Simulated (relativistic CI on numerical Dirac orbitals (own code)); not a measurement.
Method of calculation: Dirac-Coulomb-Breit CI, orbitals from a KLI potential per configuration, a model potential for QED, unscaled Slater integrals (own radial code, finite nucleus).

CI space (outside the closed core 1s2): 2s²2p², 2s2p³, 2p⁴, 2p³3s, 2p³3p, 2s²2p3s, 2p³3d, 2s²2p3p, 2s²2p3d, 2s2p²3s, 2s2p²3p, 2s2p²3d, 2s²2p4s, 2s²2p4p, 2s²2p4d, 2s²2p4f, 2s²3s², 2s2p²4s, 2s²3s3p, 2s2p²4p, 2s2p²4d, 2s²3s3d, 2s2p²4f, 2s²2p5s, 2s²3p², 2s²2p5p, 2s²2p5d, 2s²2p5f, 2s²2p5g, 2s²3p3d, 2s2p3s², 2s²3d², 2s2p3s3p, 2s2p3s3d, 2s2p3p², 2s2p3p3d. Levels of other configurations are missing.

At this charge energies of transitions that change n are usually good to better than 1 %, and those within a shell (Δn = 0) to a few per cent.

Outline of the computed level scheme of Re LXX. Lowest level of each configuration: 2s²2p² ³P0 at 0.0 eV; 2s2p³ ³P°2 at 1813.0 eV; 2p⁴ ³P2 at 3757.5 eV; 2s²2p3s ³P°0 at 10740.4 eV; 2s²2p3p ³D1 at 10831.1 eV; 2s2p²3s ⁵P1 at 11023.9 eV; 2s2p²3p ³P°1 at 11123.5 eV; 2s²2p3d ³F°2 at 11365.0 eV; 2s2p²3d ³D1 at 11650.5 eV.

Some strong electric-dipole decays among the lowest 45 levels: 2s²2p3d ³D°1 → 2s²2p² ³P0 (2.0e+15 s⁻¹); 2s2p²3d ³D3 → 2s2p³ ³P°2 (1.6e+15 s⁻¹); 2s²2p3d ³F°3 → 2s²2p² ¹D2 (1.6e+15 s⁻¹); 2s²2p3d ³P°2 → 2s²2p² ³P1 (1.5e+15 s⁻¹); 2s2p²3d ³F2 → 2s2p³ ¹P°1 (1.4e+15 s⁻¹); 2s2p²3p ³P°1 → 2s²2p² ³P0 (5.8e+14 s⁻¹); 2s2p²3p ³D°1 → 2s²2p² ³P0 (5.7e+14 s⁻¹); 2s2p²3d ³D2 → 2s2p³ ³P°2 (2.9e+14 s⁻¹).

LS names give the leading component of a level, which can be under half, so a name can repeat, a term be missing and a line seem to break the LS rules.
